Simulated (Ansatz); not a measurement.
Geometry optimisation, Ansatz 0.2.0, RKS r2SCAN-D4/6-31G*.

Input:

```yaml
crystal:
  periodic: [false, false, false]
  atoms:
    - { symbol: Si, position_ang: [-1.014978, 0.699522, 0.295504] }
    - { symbol: C, position_ang: [1.028952, -1.742959, 0.209258] }
    - { symbol: H, position_ang: [-1.507877, -0.70317, 0.278568] }
    - { symbol: H, position_ang: [-2.226646, 1.549873, 0.508013] }
    - { symbol: C, position_ang: [-0.177703, 1.21358, -1.288527] }
    - { symbol: H, position_ang: [1.169713, -0.822405, 0.762692] }
    - { symbol: O, position_ang: [0.104743, 1.011546, 1.574244] }
    - { symbol: H, position_ang: [0.332843, -2.394217, 0.748846] }
    - { symbol: H, position_ang: [0.62865, -1.54528, -0.788189] }
    - { symbol: H, position_ang: [1.99347, -2.258214, 0.11] }
    - { symbol: H, position_ang: [-0.837891, 1.044758, -2.148513] }
    - { symbol: H, position_ang: [0.758185, 0.673947, -1.464343] }
    - { symbol: H, position_ang: [0.051487, 2.284791, -1.24696] }
    - { symbol: H, position_ang: [-0.303148, 0.988327, 2.449407] }
basis:
  gaussian: { orbitals: "6-31G*" }
hamiltonian:
  xc: r2scan
  dispersion: d4
relax:
  f_tol: 0.03
  max_steps: 50
```

Launched with:

```bash
$ ansatz run input.yaml --threads 2 --pin off --max-ram 3072MiB --backend cpu --events-out ev --progress --plain --runs-dir out
```

Q: Where does it end, and by what steps?

A: It converged. The force dipped under the threshold on the way, but the program's further checks kept it going. After 11 steps the energy has fallen by 0.167 eV; H8 moved furthest, 0.60 Å.

| step | energy less start (eV) | largest force component (eV/Å) | accepted |
| --- | --- | --- | --- |
| 0 | 0.0000 | 1.051 | yes |
| 1 | -0.1252 | 0.712 | yes |
| 2 | -0.0563 | 1.460 | no |
| 3 | -0.1532 | 0.552 | yes |
| 4 | -0.1596 | 0.330 | yes |
| 5 | -0.1387 | 0.569 | no |
| 6 | -0.1631 | 0.098 | yes |
| 7 | -0.1646 | 0.017 | yes |
| 8 | -0.1658 | 0.070 | yes |
| 9 | -0.1663 | 0.038 | yes |
| 10 | -0.1667 | 0.019 | yes |
| 11 | -0.1669 | 0.020 | yes |

```xyz
14
Properties=species:S:1:pos:R:3
Si -1.186 0.982 0.277
C 1.267 -2.056 0.279
H -1.787 -0.388 0.220
H -2.310 1.942 0.513
C -0.307 1.390 -1.315
H 1.175 -1.082 0.769
O -0.040 1.092 1.488
H 0.743 -2.815 0.868
H 0.820 -2.007 -0.719
H 2.323 -2.327 0.192
H -0.993 1.339 -2.170
H 0.516 0.689 -1.496
H 0.114 2.402 -1.278
H -0.336 0.840 2.373
```

Whether the end is a true minimum wasn't checked by a vibrational analysis.

Time of the run: 37 s on 2 threads of Intel(R) Xeon(R) Platinum 8259CL CPU @ 2.50GHz (Skylake/Cascade Lake), on a shared host, peak memory 0.17 GiB.
